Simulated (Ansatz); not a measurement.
One change: `[F][Ga]([SH])[Br]` becomes `[F][GaH][SH]`.

Ansatz, PBE0-D4/def2-TZVP geometries, multiplicity 1. Each molecule was computed in one conformer, which needn't be the lowest.

Scalar relativity is left out up to krypton. Spin–orbit coupling is left out; it splits and shifts lone-pair levels of the heavy atoms by tenths of an eV.

```tsv
property	`[F][Ga]([SH])[Br]`
ideal-gas entropy at 298 K and 1 bar (rigid rotor, harmonic PBE0-D4/def2-TZVP) / J/(mol·K)	351
HOMO energy (PBE/def2-TZVPP) / eV	-7.14
HOMO–LUMO gap (PBE/def2-TZVPP) / eV	4.54
HOMO energy (B3LYP/def2-TZVPP) / eV	-8.13
LUMO energy (PBE/def2-TZVPP) / eV	-2.60
zero-point energy (PBE0-D4/def2-TZVP) / kJ/mol	33.0
```

Task: What does the change do to each property? (An estimate is asked.)

Result: Computed: 
```json
{"property": "ideal-gas entropy at 298 K and 1 bar (rigid rotor, harmonic PBE0-D4/def2-TZVP) / J/(mol·K)", "`[F][GaH][SH]`": "303", "shift": "-48"}
{"property": "HOMO energy (PBE/def2-TZVPP) / eV", "`[F][GaH][SH]`": "-6.86", "shift": "0.28"}
{"property": "HOMO–LUMO gap (PBE/def2-TZVPP) / eV", "`[F][GaH][SH]`": "4.84", "shift": "0.30"}
{"property": "HOMO energy (B3LYP/def2-TZVPP) / eV", "`[F][GaH][SH]`": "-7.83", "shift": "0.30"}
{"property": "LUMO energy (PBE/def2-TZVPP) / eV", "`[F][GaH][SH]`": "-2.02", "shift": "0.58"}
{"property": "zero-point energy (PBE0-D4/def2-TZVP) / kJ/mol", "`[F][GaH][SH]`": "48.2", "shift": "15.2"}
```

With PBE0 the HOMO rises by 0.31 eV and the LUMO rises by 0.43 eV, so the gap widens by about 0.12 eV. PBE moves the HOMO by 0.28 eV and ωB97M-V by 0.31 eV.

Positive LUMOs are unbound, so they and the gaps depend on the basis.

B3LYP here is the variant with VWN-RPA as its local correlation; programs differ in this.
